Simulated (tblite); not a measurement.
Compound: CH6FSi2 (doublet state).
Numbering: `[F:1][C:2]([SiH3:3])[SiH3:4]` (hydrogens: H5, H6, H7 on Si3; H8, H9, H10 on Si4)

Computed geometry: GFN2-xTB, gas phase. This method treats the open shell by occupation alone, without spin polarisation.

What internal coordinates does the optimisation give?

```json
{"bond": "F1–C2", "length (Å)": "1.360", "order": "single"}
{"bond": "C2–Si3, C2–Si4", "length (Å)": "1.878", "order": "single"}
{"bond": "Si3–H5 and 5 like bonds", "length (Å)": "1.465", "order": "single"}
```

Bonds in one row agree within 0.01 Å and their mean is given. Orders are formal, as drawn. A selection of angles:
```json
{"angle": "F1–C2–Si3", "degrees": "113.9"}
{"angle": "F1–C2–Si4", "degrees": "114.6"}
{"angle": "Si3–C2–Si4", "degrees": "131.4"}
{"angle": "C2–Si3–H5", "degrees": "109.1"}
{"angle": "C2–Si3–H6", "degrees": "105.9"}
{"angle": "H5–Si3–H6", "degrees": "112.1"}
{"angle": "H5–Si3–H7", "degrees": "108.9"}
{"angle": "C2–Si4–H9", "degrees": "107.9"}
```

Si3 (silicon bonded to C and 3 H) is distorted tetrahedral (angles from 105.9° to 112.1°). The 4 heavy atoms lie in one plane (0.004 Å rms). C2 (carbon bonded to F and 2 Si) is planar (angles 131.4°, 114.6° and 113.9°, sum 360.0°, 0.01 Å off the plane of its three neighbours).

GFN2-xTB frequencies show an imaginary mode (60i cm⁻¹), so the point is no minimum at that level.
